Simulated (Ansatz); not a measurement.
Gas-phase reaction in SMILES: NN (N2H4) [hydrazine] + [H][H] (H2) -> 2 N (NH3)
Structures are relaxed separately at B3LYP-D3(BJ)/def2-TZVP in Ansatz (an electronic-structure program), one conformer each, not searched for the lowest.
Geometry of the first species:
```xyz
6

N     -0.0129     0.7139    -0.0827
N      0.0114    -0.7158    -0.0646
H      0.2269     1.1174     0.8176
H     -0.9512     1.0064    -0.3221
H     -0.2103    -1.0959     0.8505
H      0.9449    -1.0146    -0.3149
```
Charge 0, spin multiplicity 1.

Property: energy of full hydrogenation (electronic energy difference), in eV. Cores are frozen in the correlated levels unless marked. Spin-orbit coupling is left out. No relativistic terms. CBS(X,Y): correlation extrapolated as X^-3; Hartree-Fock from the larger set.

```csv
level,program,energy of full hydrogenation (eV)
CAM-B3LYP-D4/def2-TZVPD,Ansatz + dftd4,-2.02
B2GP-PLYP/def2-TZVPD,Ansatz,-2.07
CCSD/aug-cc-pVTZ,Ansatz,-2.13
CCSD/def2-TZVPP,Ansatz,?
"CCSD(T)/CBS(def2-TZVPPD,def2-QZVPPD)",Ansatz,?
```

### Question
Complete the blanks.

### Answer

- CCSD/def2-TZVPP, energy of full hydrogenation (eV): -2.11
- CCSD(T)/CBS(def2-TZVPPD,def2-QZVPPD), energy of full hydrogenation (eV): -2.10
